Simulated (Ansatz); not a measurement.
Reaction (silylene formation by 1,1-elimination): `C[SiH2]C1=C[SiH2]1` → `C1=C[SiH2]1` + `C[SiH]`

Computed with Ansatz on PBE0-D4/def2-TZVP structures; ΔE is electronic, products minus reactants. CCSD(T)/CBS is the MP2 limit (def2-TZVPP, def2-QZVPP) plus CCSD(T) − MP2 in def2-TZVPP, frozen cores. This one scheme is used for every species. Functionals use def2-TZVPP. B3LYP here is the variant with VWN-RPA as its local correlation; programs differ in this. One conformer a species, not always the lowest.

```csv
level,ΔE (kcal/mol),difference from CCSD(T)/CBS
PBE-D4,61.7,0.0
r2SCAN-D4,65.7,4.0
PBE0-D4,63.9,2.2
ωB97M-V,60.0,-1.7
B2PLYP,60.1,-1.6
PBE,59.1,-2.6
PBE0,61.6,-0.1
B3LYP,56.7,-5.0
HF/def2-TZVPP,57.1,-4.6
SCS-MP2/def2-TZVPP,62.4,0.7
CCSD/def2-TZVPP,59.3,-2.4
CCSD(T)/def2-TZVPP,60.4,-1.3
HF/def2-QZVPP,57.2,-4.5
MP2/def2-QZVPP,66.2,4.5
HF/CBS(def2),57.2,-4.5
CCSD/CBS(def2),60.6,-1.1
CCSD(T)/CBS,61.7,0
```

Largest T1 diagnostic among the species: 0.013.

In def2-TZVPP, CCSD(T) changes the Hartree–Fock value by +3.3 kcal/mol (the triples alone add +1.1 kcal/mol) and MP2 by +8.3 kcal/mol. From PBE to PBE0 (25 % exact exchange), in def2-TZVPP and without D4, ΔE moves by +2.5 kcal/mol.
